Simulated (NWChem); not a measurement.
System: C2H6AlCl; SMILES [Cl][Al]([CH3])[CH3]

Here is an NWChem input.

```
start job
memory heap 200 mb stack 900 mb global 1100 mb
geometry units angstroms noautoz
  Al     0.000000     0.000000    -0.409890
  C     -0.002639     1.757748    -1.273800
  H     -0.104637     1.689213    -2.363172
  H      0.929045     2.298132    -1.059880
  H     -0.819802     2.384527    -0.895223
  C      0.002639    -1.757748    -1.273800
  H     -0.929045    -2.298132    -1.059880
  H      0.819802    -2.384527    -0.895223
  H      0.104637    -1.689213    -2.363172
  Cl     0.000000     0.000000     1.729252
end
basis spherical
  Al library def2-svp
  C library def2-svp
  H library def2-svp
  Cl library def2-svp
end
dft
  xc xwpbe 1.00 cpbe96 1.0 hfexch 1.00
  cam 0.4 cam_alpha 0.0 cam_beta 1.0
  iterations 150
  mulliken
end
task dft energy
```

The geometry was optimised at B3LYP/6-31G* (spherical d).

**Question.** Predict the main results of this run. (LC-wPBE (HJS exchange hole, range parameter 0.4 per bohr)/def2-SVP.) Quantities: energy (Ha); highest occupied level (eV); orbital gap (eV); dipole (D).

**Answer.** The energy (Ha) is -781.96 and the highest occupied level (eV) is -10.63. The orbital gap (eV) is 12.05 and the dipole (D) comes out as 2.23.
